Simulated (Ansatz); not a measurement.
Consider the formal exchange of groups at a Ge–S bond: `[F][GeH2][SH]` + `C[NH][GeH3]` → `[F][GeH2][NH][GeH3]` + CH₃SH.

Computed with Ansatz on PBE0-D4/def2-TZVP structures; ΔE is electronic, products minus reactants. CBS: MP2 limit from def2 TZ/QZ plus the TZ coupled-cluster correction, frozen cores. This one scheme is used for every species. DFT in def2-TZVPP. For Ge outer-core shells are correlated without core-valence functions, which leaves a few kJ/mol of doubt a bond. Scalar relativity is left out up to krypton. One conformer a species, not always the lowest.

`[F][GeH2][SH]`:

```xyz
6

F    -1.247   -1.019   -0.950
Ge    0.233   -0.391   -0.283
S    -0.061    1.712    0.292
H     0.532   -1.280    0.929
H     1.268   -0.431   -1.409
H    -0.725    1.409    1.420
```

`C[NH][GeH3]`:

Cartesian coordinates in Å:
```
C -0.252 -0.577 1.254
N -0.270 0.591 0.394
Ge 0.203 0.373 -1.369
H -0.701 -0.340 2.223
H 0.749 -0.996 1.440
H -0.859 -1.369 0.808
H 0.190 1.379 0.826
H 0.162 1.761 -2.025
H -0.831 -0.576 -1.997
H 1.610 -0.247 -1.554
```

`[F][GeH2][NH][GeH3]`:

```xyz
10

F    -1.236    2.136    0.724
Ge   -0.155    0.900    1.330
N    -0.287   -0.596    0.324
Ge    0.386   -0.802   -1.380
H     1.248    1.493    1.178
H    -0.631    0.622    2.760
H    -1.075   -1.188    0.547
H     1.553    0.189   -1.490
H    -0.676   -0.501   -2.454
H     0.875   -2.251   -1.540
```

CH₃SH:

```xyz
6

C    -0.059    0.317   -0.371
S    -0.543   -1.040    0.718
H     0.081    1.244    0.184
H    -0.883    0.453   -1.071
H     0.840    0.075   -0.936
H     0.564   -1.047    1.476
```

CCSD(T)/CBS gives -0.12 eV.

Problem. Another level gave -0.08 eV. Which?
A. revPBE/def2-TZVPP
B. BLYP-D4/def2-TZVPP
C. B2PLYP/def2-TZVPP
D. SCS-MP2/def2-TZVPP

Solution. C. B2PLYP -0.08, BLYP-D4 -0.02, revPBE 0.02, SCS-MP2/def2-TZVPP -0.15 eV.

Largest T1 diagnostic among the species: 0.012.

At CCSD(T), def2-SVP lies +0.08 eV from the extrapolated value and def2-TZVPP −0.00 eV. Leaving LDA and LC-ωPBE aside and taking each functional with its dispersion term where it has one, the values, not all of them listed here, spread over 0.10 eV, from B2PLYP to revPBE-D4. From BLYP to BHLYP (50 % exact exchange), in def2-TZVPP and without D4, ΔE moves by −0.06 eV.
